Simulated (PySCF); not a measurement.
# MO for M along the 4d metals

PBE0 with triple-zeta basis sets in PySCF, for the lowest determinant that a PBE0 search found; no spin–orbit coupling. De refers to high-spin ground-configuration atoms. A positive dipole means M(−)O(+).

| M | basis | state (unpaired electrons) | Re (Å) | ωe (cm⁻¹) | De (eV) | μ (D) |
| --- | --- | --- | --- | --- | --- | --- |
| Y | def2-TZVPP | doublet (σ ↑) | 1.782 | 898 | 7.18 | -4.52 |
| Zr | def2-TZVPP | triplet (σ ↑, δ ↑) | 1.718 | 983 | n/a | -3.98 |
| Nb | def2-TZVPP | quartet (σ ↑, δ ↑↑) | 1.670 | 1040 | 7.45 | -3.56 |
| Mo | def2-TZVPP | quintet (σ ↑, π ↑, δ ↑↑) | 1.681 | 980 | 5.11 | -3.22 |
| Tc | def2-TZVPP | sextet (σ ↑, π ↑↑, δ ↑↑) | 1.708 | 942 | n/a | -3.78 |
| Ru | def2-TZVPP | quintet (σ ↑, π ↑↑, δ ↑) | 1.687 | 938 | 4.78 | -3.70 |
| Rh | x2c-TZVPPall | quartet (σ ↑, π ↑↑) | 1.689 | 868 | 4.05 | -3.79 |
| Pd | def2-TZVPP | triplet (σ ↑, π ↑) | 1.824 | 593 | 2.50 | -4.09 |
| Ag | x2c-TZVPPall | doublet (π ↑) | 2.000 | 491 | 1.91 | -4.93 |
| Cd | def2-TZVPP | triplet (σ ↑, π ↑) | 2.092 | 418 | 0.96 | -2.75 |

The shortest bond is that of NbO (1.670 Å), the longest that of CdO (2.092 Å).

The rows differ in basis set, which adds steps of its own.

The state changes along the series, so neighbouring rows are not always alike in their bonding.

De is left out where the level can put another filling of the metal’s s and d shells below the measured ground configuration, by anything from nothing to about 1 eV. The metal atom is held in its measured ground configuration; semilocal functionals can put another filling of s and d lower by some tenths of an eV, and De to that atom would be smaller. Spin–orbit coupling is left out. States were picked by a PBE0 search and need not be the measured ground states.
